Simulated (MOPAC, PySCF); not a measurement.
C₄H₄OS, SMILES `Oc1cccs1` (H–O–C–S torsion 180°), neutral singlet in the gas phase. 

Z-matrix (Å, degrees):
```
C
C 1 1.3756
O 2 1.3623 1 130.33
H 3 0.9736 2 107.89 1 0.00
H 1 1.0900 2 123.57 3 0.00
C 1 1.4263 5 124.59 2 180.00
C 6 1.3702 1 113.26 5 -180.00
H 7 1.0853 6 128.97 1 -180.00
H 6 1.0891 7 123.16 8 0.00
S 7 1.7317 8 119.49 6 -180.00
```
Charge 0, spin multiplicity 1.

All levels are single points at this geometry (PBE-D3(BJ)/def2-TZVP); Pople sets use spherical d functions. Orbital energies aren't observables, and empty levels follow the basis.

| level | HOMO (eV) | LUMO (eV) | gap (eV) | dipole (D) | vertical IE, Delta-SCF (eV) |
|---|---|---|---|---|---|
| PBE-D3(BJ)/def2-TZVP in PySCF | -5.08 | -0.98 | 4.10 | 1.75 | 8.05 |
| B3LYP/6-311+G** in PySCF | -6.02 | -0.43 | 5.59 | 1.86 | – |
| BP86/6-31G* in PySCF | -4.83 | -0.65 | 4.18 | 1.91 | – |
| PBE/6-31G* in PySCF | -4.73 | -0.55 | 4.18 | 1.90 | 7.83 |
| SVWN5/6-31G* in PySCF | -4.88 | -0.71 | 4.16 | 1.96 | 8.04 |
| PM7 in MOPAC | -9.06 | -0.40 | 8.66 | 1.33 | – |
